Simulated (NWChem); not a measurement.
CCl$_{3}$F; SMILES C(Cl)(Cl)(F)Cl

Computed with NWChem. Pople sets run with spherical d functions. Geometry: optimised at B3LYP/6-31G* (spherical d). Level: PBE/6-31G* with SMD (1 M gas to 1 M solution), gas-phase geometry.

```csv
solvent,dielectric constant,solvation free energy (kcal/mol),cavity-dispersion-structure term (kcal/mol),dipole in solution (D)
water,78.4,1.7,2.1,0.03
methanol,32.6,-2.4,-2.1,0.03
tetrahydrofuran,7.43,-2.2,-1.9,0.03
diethyl ether,4.24,-2.8,-2.5,0.03
```
